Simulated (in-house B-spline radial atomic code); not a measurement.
Neutral silicon is squeezed into an impenetrable sphere of radius R (the orbitals vanish at R). No spin polarisation. Caution: exact exchange at fractional occupations of open shells leaves self-interaction of up to several eV. All numbers are computed (non-relativistic B3LYP, spherical fractional occupations; point nucleus) with a B-spline radial code for spherical atoms, not measured.

Energies in eV above the free atom in [Ne] 3s2 3p2:

```csv
R (bohr),highest level (eV),[Ne] 3s2 3p2,[Ne] 3s1 3p2 3d1,[He] 2s2 2p5 3s2 3p2 3d1,-dE/dV in [Ne] 3s2 3p2 (GPa)
9.9,-3.91,0.01469,14.72,113.1,0.0133
5.96,-2.74,0.9465,17.78,115.6,2.58
5.09,-1.37,2.587,20.77,118,10.2
4.1,2.45,8.808,29.65,125.4,58
3.43,8.53,21.49,45.16,139.8,216
3.16,12.7,31.37,56.41,150.9,385
2.79,21.4,53.95,80.87,176.2,899
2.04,64,184.7,210.4,322.2,6970
1.66,122,386.8,398.3,545.3,25500
1.48,171,574.2,568.1,749.9,52100
```

Task: Does [Ne] 3s1 3p2 3d1 fall below [Ne] 3s2 3p2 under compression?

Result: Yes, between R = 1.66 and 1.48 bohr the order changes (near 1.54 bohr by linear interpolation).

Task: Does [He] 2s2 2p5 3s2 3p2 3d1 fall below [Ne] 3s2 3p2 under compression?

Result: No, it stays above over the whole range.

The highest level is first positive in the row R = 4.1 bohr, pushed up by confinement above the zero of the free ion's potential. Each configuration is held fixed and needn't be the lowest in the sphere.
